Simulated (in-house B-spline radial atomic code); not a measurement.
Results of a calculation; reference values are marked as such.
**Making a Troullier-Martins s channel for Ni, r_c = 2.57 bohr**

Ni, [Ar] 3d8 4s2, non-relativistic PBE, spherical and spin-unpolarised, from an all-electron radial atomic-structure program (B-spline basis) (atomic units). The all-electron 4s level is ε = -0.202976 hartree, its outermost node lies just inside 0.94 bohr and its outer maximum at 2.27 bohr.

Inside r_c the pseudo-orbital is u(r) = r^1 exp(p(r)), with p = c0 + c2 r² + c4 r⁴ + … + c12 r¹². The seven coefficients follow from p and its first four derivatives at r_c, from zero curvature of the screened potential at the origin, c4 = −c2²/(2l + 5), and from the norm inside r_c. At r_c the all-electron orbital has P = 0.6250146, P' = -0.09331366, the screened potential V = -0.396077, V' = 0.3150942, V'' = -0.3670979, and the norm inside is Q = 0.4644214.

Q: What are p, p' and p'' at r_c?

A: p = ln(P/r_c^1) = ln(0.6250146/2.57) = -1.41389. p' = P'/P − 1/r_c = -0.14930 − 0.38911 = -0.53840. The radial equation gives p'' = 2(V − ε) − 2(1) p'/r_c − p'² = -0.38620 − (-0.41899) − 0.28988 = -0.25709. Differentiating, p''' = 2V' + 2(1)p'/r_c² − 2(1)p''/r_c − 2p'p'' = 0.39039, and p'''' = 2V'' − 4(1)p'/r_c³ + 4(1)p''/r_c² − 2(1)p'''/r_c − 2p''² − 2p'p''' = -0.77864.

For a trial c2 the five matching conditions are linear in c0, c6, c8, c10 and c12, and c2 is varied until the norm inside r_c equals Q. The root nearest zero gives:

| n | c_n |
| --- | --- |
| 0 | -1.655878 |
| 2 | 0.3185721 |
| 4 | -0.02029764 |
| 6 | -0.02101784 |
| 8 | 0.00498623 |
| 10 | -0.0004491424 |
| 12 | 1.488321e-05 |

Q: Check c4 and p(r_c), and find the screened pseudopotential at the origin.

A: −c2²/5 = -0.0202976, as listed. The terms c_n r_c^n are -1.65588, 2.10414, -0.88548, -6.05601, 9.48937, -5.64567, 1.23565, which sum to -1.41389. Inverting the radial equation, V_l(r) = ε + 1 p'/r + (p'' + p'²)/2, so V_l(0) = ε + (2l + 3) c2 = -0.202976 + 3 × (0.318572) = 0.7527 hartree, finite where the all-electron potential diverges.

Orbitals and screened potentials:

```tsv
r (bohr)	P	u	V all-electron	V pseudo
0.257	0.07128	0.05011	-51.73	0.7506
0.642	-0.2512	0.1391	-9.618	0.6765
1.028	0.09992	0.2636	-3.222	0.3359
1.414	0.4183	0.4251	-1.489	-0.2905
1.799	0.5842	0.5723	-0.8444	-0.7393
2.184	0.6385	0.6373	-0.5535	-0.6256
2.57	0.625	0.625	-0.3961	-0.3961
```

Logarithmic derivatives P'/P at R = 2.87 bohr, for energies E around ε:

| E − ε (hartree) | all-electron | pseudo |
| --- | --- | --- |
| -0.5 | 0.742953 | 0.738384 |
| -0.25 | 0.360946 | 0.358464 |
| -0.1 | 0.0373946 | 0.0366945 |
| 0 | -0.252441 | -0.25244 |
| 0.1 | -0.64749 | -0.649321 |
| 0.25 | -1.67104 | -1.70261 |
| 0.5 | -18.5277 | -34.4402 |

Q: With P(R) = 0.5879381 and a norm of 0.5753004 inside R, what slope in energy does norm conservation fix?

A: d(P'/P)/dE = −2 × (norm inside R)/P(R)² = -3.3286 per hartree·bohr at E = ε, for both atoms, since orbital and norm agree at R. Differences over ±0.1 hartree give -3.4244 (all-electron) and -3.4301 (pseudo), which also hold third-order terms. Half a hartree below ε the two curves differ by -0.0046.
